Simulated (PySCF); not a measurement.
CH₇Cl₂NSi₂, SMILES Cl[Si@H]([SiH2]Cl)NC. Atoms are numbered in the order given.

```xyz
13

C     -2.0213    -0.0641    -1.4898
N     -1.8108    -0.6003    -0.1540
Si    -0.5394    -0.1625     0.9255
Cl    -0.7237     1.7221     1.8844
Si     1.4739     0.1345    -0.2431
Cl     1.7222    -1.4040    -1.6447
H     -2.5075    -0.8170    -2.1450
H     -1.0443     0.1757    -1.9579
H     -2.6405     0.8620    -1.5117
H     -2.6439    -1.0272     0.2609
H     -0.5242    -1.1873     2.0193
H      2.6408     0.1218     0.7040
H      1.4657     1.4443    -0.9806
```
Charge 0, spin multiplicity 1.

Coordinates come from a PBE-D3(BJ)/def2-SVP optimisation. The structure was generated by enumeration; whether it is a known compound was not checked. The values are those of a single conformer.

Computed with M06-2X/def2-TZVP (PySCF).

ESP charges are fitted to the potential on shells at 1.4 to 2.0 van der Waals radii. Atomic charges (e):

```csv
atom,ESP fit,Löwdin,IAO
C1,?,-0.36,-0.28
N2,?,-0.13,-0.68
Si3,?,-0.18,0.81
Cl4,-0.18,0.15,-0.38
Si5,0.07,-0.11,0.52
Cl6,?,0.17,-0.34
H7,0.12,0.12,0.15
H8,0.12,0.12,0.14
H9,0.12,0.11,0.13
H10,?,0.18,0.27
H11,-0.01,-0.02,-0.12
H12,0.02,-0.03,-0.10
H13,0.02,-0.02,-0.11
```

Q: Complete the blanks. (The exact figures need the calculation; the answer reports its results.)

A: 
- C1, ESP fit: -0.22
- N2, ESP fit: -0.52
- Si3, ESP fit: 0.25
- Cl6, ESP fit: -0.13
- H10, ESP fit: 0.35

Computed Mayer and Wiberg (Löwdin basis) orders of the bonds:
```tsv
bond	Mayer	Wiberg
C1–N2	0.92	1.41
N2–Si3	1.21	1.49
Si3–Cl4	1.09	1.69
Si3–Si5	0.91	1.06
Si5–Cl6	1.11	1.77
C1–H7	0.97	0.92
C1–H8	0.97	0.91
C1–H9	0.97	0.93
N2–H10	0.90	0.88
Si3–H11	0.95	0.91
Si5–H12	0.95	0.95
Si5–H13	0.94	0.94
```
